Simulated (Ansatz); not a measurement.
Q: Name a neutral molecule of C, Cl, Ge, O, Se and H with HOMO–LUMO gap (PBE/def2-TZVPP) between 4.10 and 4.40 eV and HOMO–LUMO gap (B3LYP/def2-TZVPP) between 5.85 and 6.15 eV (Ansatz, PBE0-D4/def2-TZVP geometry).

A: `C[O][GeH]([Cl])[SeH]` (4.39 eV, 5.95 eV). Other molecules can fit too; these were computed, each in one conformer that needn't be the lowest.

B3LYP here is the variant with VWN-RPA as its local correlation; programs differ in this.
